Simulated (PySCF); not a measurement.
**How methods differ on the excitation energy of K**

K [Ar] 4s1 (2S) → K [Ar] 3d1 (2D), as a difference of total energies. All numbers are calculated (PySCF 2.14, scalar relativity by spin-free X2C-1e, in x2c-TZVPPall (6s4p3d, 33 functions)). Correlated levels: valence and next inner shell: [Ne] frozen. The calculations carry no spin-orbit coupling.

```
                                method  excitation energy (eV)  error (eV)
                                   UHF                   3.424      +0.754
    MP2 (valence and next inner shell)                   3.595      +0.925
SCS-MP2 (valence and next inner shell)                   3.567      +0.897
   CCSD (valence and next inner shell)                   3.588      +0.918
CCSD(T) (valence and next inner shell)                   3.595      +0.925
  CCSDT (valence and next inner shell)                   3.595      +0.925
```

Reference: 2.670 eV (measured; NIST levels, between the centres of gravity of the two terms).

Errors of the correlated levels include the incompleteness of this basis and the frozen core.

The basis was made for the ground configuration and has no added diffuse functions, so the excitation energy can come out too high.
